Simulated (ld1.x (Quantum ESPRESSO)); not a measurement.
# What the settings do to the PAW potential of holmium (Ho)

Base potential:

| Quantity | Value |
| --- | --- |
| Element | Ho (Z = 67) |
| Generator | ld1.x (Quantum ESPRESSO) 7.5 |
| Type | PAW |
| Functional | LDA (PZ) |
| Relativity | non-relativistic |
| Frozen core | [Kr] 4d10 4f10 |
| Valence charge | 11 |
| Reference configuration | 5s2 5p6 5d1 6s0.5 6p0 (charge +1.5) |
| Partial waves | 5s (bound): rcut 1.80, rcutus 2.10 bohr; 6s (bound): rcut 1.80, rcutus 2.10 bohr; 5p (bound): rcut 2.35, rcutus 2.60 bohr; 6p (bound, empty): rcut 2.35, rcutus 2.60 bohr; 5d (bound): rcut 1.70, rcutus 2.25 bohr; 5d channel at -0.35 Ry: rcut 1.70, rcutus 2.25 bohr |
| Local potential | all-electron potential smoothed inside 1.65 bohr (lloc = -1) |
| Core correction | Bessel-smoothed model core inside 1.30 bohr |
| Augmentation charge | BESSEL, radius 1.40 bohr |

All-electron outer shells of the reference configuration (LDA (PZ), non-relativistic, ld1.x):

| shell | level (eV) | outermost node (bohr) | outermost maximum (bohr) |
| --- | --- | --- | --- |
| 5s | -56.74 | 0.66 | 1.22 |
| 5p | -38.08 | 0.68 | 1.33 |
| 4f | -24.40 | – | 0.51 |
| 5d | -12.44 | 0.74 | 1.81 |
| 6s | -11.91 | 1.62 | 3.18 |
| 6p | -8.41 | 1.85 | 3.84 |

Cutoffs, loose and tight: the cutoffs (Ry, on a coarse ladder) from which the occupation-weighted sum of valence levels, in a spherical-Bessel basis at the reference potential, stays within 10 and 1 mRy of its value at 400 Ry. They do not see the model core or the augmentation charge, which bear on the density cutoff. Test errors are all-electron minus pseudo excitation energies from the reference, over the configurations 5s2 5p6 5d1 6s2 6p0; 5s2 5p6 5d1 6s1 6p0; 5s2 5p6 5d1 6s0 6p0; 5s2 5p5 5d1 6s2 6p0; 5s2 5p6 5d0 6s2 6p1; 5s2 5p6 5d0 6s0 6p0; 5s2 5p6 5d1 6s1 6p1 (two spin-polarised tests are not counted in the largest error). A dash means not determined; rows that change the core or the reference have their own tests. The largest error is taken over the tests solved by every variant that gives reliable tests at all: 5s2 5p6 5d1 6s0 6p0; 5s2 5p6 5d1 6s1 6p0; 5s2 5p6 5d1 6s2 6p0.

A true bound ghost makes a file unfit for plane-wave use even where its test errors are small: the radial tests pick states by their node count and pass the ghost by.

Cutoffs are not given where the Bessel-basis levels miss the radial ones by over 6 mRy, ghosts where they miss by over 20 mRy; a channel whose overlap is not positive is not tested.

On the changes marked as counting shells twice: ld1.x takes every shell without a wave as core, so the model core holds the marked electrons as well and exchange and correlation see them twice. This cancels in the reference configuration, but the file is broken for other ones, and its errors say nothing about a proper core correction.

A file whose overlap is not positive is unfit for use, and its test errors describe a broken file.

```csv
change,outcome,"cutoff, loose","cutoff, tight",bound ghosts,largest test error (meV)
base,"generated, overlap not positive",–,–,not determined (overlap not positive),-0.5
local potential all-electron potential smoothed inside 2.10 bohr (lloc = -1),"generated, overlap not positive",–,–,not determined (overlap not positive),-1.9
reference 5s2 5p6 5d1 6s2 6p0,"generated, overlap not positive",–,–,not determined (overlap not positive),-46 over the solved tests; test run stopped at test 7 of 9 (negative rho)
"waves 5s (bound): rcut 1.20, rcutus 1.28 bohr; 6s (bound): rcut 1.20, rcutus 1.28 bohr","generated, overlap not positive",–,–,not determined (overlap not positive),test run stopped at test 1 of 9 (negative rho)
"all radii but the core radius scaled by about 1.12 (s 2.34, p 2.90, d 2.52 bohr, rcut 2.02/2.62/1.90); local potential all-electron potential smoothed inside 1.84 bohr (lloc = -1); augmentation BESSEL, radius 1.56 bohr","generated, overlap not positive",–,–,not determined (overlap not positive),test run stopped at test 1 of 9 (negative rho)
scalar-relativistic,"generated, overlap not positive",–,–,not determined (overlap not positive),-4.1
type TM; waves now 5s (bound): rc 2.10 bohr; 5p (bound): rc 2.60 bohr; 5d (bound): rc 2.25 bohr; local potential the d channel (6s counted twice),generated,21 Ry,40 Ry,none,-110
```

**Question.** What comes out with this change to the base: local potential all-electron potential smoothed inside 2.84 bohr (lloc = -1)?

**Answer.** outcome: generated; cutoff, loose: 18 Ry; cutoff, tight: 25 Ry; bound ghosts: none; largest test error (meV): -1.6.

**Question.** What comes out with this change to the base: waves 5d (bound): rcut 1.70, rcutus 2.98 bohr; 5d channel at -0.35 Ry: rcut 1.70, rcutus 2.98 bohr?

**Answer.** outcome: generated, overlap not positive; bound ghosts: d (s, p not tested, overlap not positive); largest test error (meV): -0.8. A file whose overlap is not positive is unfit for use, and its test errors describe a broken file.
